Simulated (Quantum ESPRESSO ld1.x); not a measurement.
Results of a calculation; reference values are marked as such.
One sound ld1.x (Quantum ESPRESSO 7.5) input for neutral vanadium gives E = -947.985 hartree in 29 iterations:

```
 &input
    zed=23.0,
    iswitch=1,
    rel=1,
    dft='PBESOL',
    config='[Ar] 3d3 4s2',
    prefix='ld1',
    max_out_wfc=37,
    file_charge='ld1.rho',
 /
```

Changed or added lines, one case at a time, and what came of them:

- rel=-1: refused. The program stops in ld1_readin with "wrong rel": rel takes 0, 1 or 2.
- xmin=-3.0: silently wrong. The mesh starts too far from the nucleus; the run ends without a warning, but the energy is off by +253.6 hartree against the default mesh.
- zed=104.0: refused. The program stops in ld1_readin with "wrong nuclear charge zed: 104.00": zed must lie above 0 and at most 103.
- tr2=1e-2: inaccurate. The cycle stops early, after 8 iterations, and the energy is off by +0.2122 hartree against the sound run.
- config='[Cd] 3d3 4s2': refused. The program stops in el_config with "wrong core: Cd": the cores known are He, Ne, Ar, Kr, Xe, Hg and Rn.
- atom='D2' (without zed): crashed. The symbol names no element; the program warns, takes a nuclear charge of zero and dies without a result.
- config='[Ar] 3d3 4s2 5s4': refused. The program stops in el_config with "wrong occupancy:4": an s shell holds at most 2 electrons.
